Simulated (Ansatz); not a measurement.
Reaction (atomization): `[NH3+][Ag-][OH]` → Ag• + 4 H• + N• + O•

Gas-phase electronic energies from Ansatz, PBE0-D4/def2-TZVP geometries. CCSD(T)/CBS is the MP2 limit (def2-TZVPP, def2-QZVPP) plus CCSD(T) − MP2 in def2-TZVPP, frozen cores. This one scheme is used for every species, atoms too. DFT in def2-TZVPP. B3LYP here is the variant with VWN-RPA as its local correlation; programs differ in this. Open shells (•) are unrestricted, without spin–orbit coupling. Spin–orbit coupling would lower the free atoms: a little for O. Elements past krypton have def2 core potentials. Bonds to Ag are less sure, by a few kJ/mol each and by 10 to 20 or more in all where they break to atoms, as the def2 sets lack core-valence functions. One conformer a species, not always the lowest.

```
             level  ΔE (kcal/mol)  difference from CCSD(T)/CBS
            B97M-V          488.7                         -7.7
           PBE0-D4          483.4                        -13.0
          B3LYP-D4          491.2                         -5.2
        r2SCAN0-D4          474.7                        -21.7
               PBE          501.8                          5.4
            revPBE          480.4                        -16.0
            r2SCAN          491.1                         -5.3
             B3LYP          487.7                         -8.7
           r2SCANh          484.1                        -12.3
           r2SCAN0          474.1                        -22.3
             BHLYP          461.5                        -34.9
         CAM-B3LYP          493.3                         -3.1
           LC-ωPBE          487.6                         -8.8
     HF/def2-QZVPP          302.8                       -193.6
   CCSD/def2-QZVPP          476.1                        -20.3
CCSD(T)/def2-QZVPP          487.7                         -8.7
       CCSD(T)/CBS          496.4                            0
```

Largest T1 diagnostic among the species: 0.018.

In def2-TZVPP, CCSD(T) changes the Hartree–Fock value by +176.4 kcal/mol (the triples alone add +10.6 kcal/mol) and MP2 by +185.5 kcal/mol; breaking electron pairs costs correlation energy, which Hartree–Fock lacks. Leaving LDA and LC-ωPBE aside and taking each functional with its dispersion term where it has one, the values, not all of them listed here, spread over 39.7 kcal/mol, from BHLYP-D4 to PBE-D4. LDA lies +78.5 kcal/mol from PBE without D4, its usual overbinding. From PBE to PBE0 (25 % exact exchange), in def2-TZVPP and without D4, ΔE moves by −20.1 kcal/mol: exact exchange takes away binding that semilocal exchange gives to molecules.

For atomizations the MP2-based limit and the directly extrapolated one differ by several kJ/mol either way, and by 10 to 25 for some Ge, Se and Sn compounds, so smaller differences from it don't rank the levels.
